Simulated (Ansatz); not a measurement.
Harmonic frequencies (cm⁻¹) at PBE0-D4/def2-TZVP from Ansatz: 264, 300, 421, 876, 894, 1201, 1777, 2123, 3415.

Each molecule was computed in one conformer, which needn't be the lowest.

(1) Which molecule is it?
A. `N=C=C=O`
B. `N#CC=O`
C. `C/C=[CH]/[AlH2]`
D. `C[Te]BF`

Answers

(1) A.
